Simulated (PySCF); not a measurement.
SeHCl, SMILES Cl[SeH].

The structure is a stationary point at B3LYP-D3(BJ)/def2-TZVP.

All values below come from TDA-B3LYP/def2-TZVPD run with PySCF.

Vertical excitations.  State labels are in the subgroup Cs.

Computed excitation energies, oscillator strengths and character:
```tsv
state	symmetry	energy (eV)	λ (nm)	f	main pairs
S1	A"	2.87	432	0.001	HOMO→LUMO 99 %
S2	A'	4.82	257	0.007	HOMO−1→LUMO 98 %
S3	A"	5.03	247	0.009	HOMO→LUMO+1 98 %
S4	A"	5.68	218	0.000	HOMO−2→LUMO 98 %
S5	A"	6.72	184	0.004	HOMO→LUMO+2 97 %
S6	A"	6.86	181	0.002	HOMO→LUMO+3 94 %
S7	A"	6.89	180	0.060	HOMO→LUMO+4 93 %
S8	A'	7.02	177	0.067	HOMO→LUMO+5 91 %
S9	A'	7.19	172	0.007	HOMO−1→LUMO+1 57 %, HOMO−3→LUMO 28 %
S10	A'	7.32	169	0.075	HOMO−3→LUMO 41 %, HOMO−1→LUMO+1 33 %, HOMO−4→LUMO 17 %
T1	A"	2.12	584	0	HOMO→LUMO 99 %
T2	A'	4.13	300	0	HOMO−1→LUMO 99 %
T3	A"	4.60	270	0	HOMO→LUMO+1 95 %
T4	A"	4.99	248	0	HOMO−2→LUMO 98 %
```
Triplets are in the Tamm–Dancoff approximation.
